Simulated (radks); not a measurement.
Q: Coherent X-ray form factor from a spherical all-electron density. Calculated with a radial shooting solver on a logarithmic mesh with Libxc functionals: scalar-relativistic Kohn-Sham, BLYP, spin-polarised, spherical densities, point nucleus.

sin(theta)/lambda (1/angstrom),f0 (electrons)
0.05,57.509
0.1,54.335
0.15,50.919
0.2,47.544
0.25,44.274
0.3,41.226
0.4,36.023
0.5,31.844
0.6,28.351
0.8,22.877
1,19.179
1.25,16.219
1.5,14.003
2,10.134

The species is in the configuration that NIST lists as its ground one. Which atom or ion scatters so?

A: Neutral praseodymium, [Xe] 4f3 6s2. Extrapolating in s^2 from the first two rows gives f0(0) = 58.6, near the electron count 59; among species with that count, the fall with angle is slower the higher Z, and the table is that of Z = 59; from so few rows the species is fixed only to a neighbour or two.
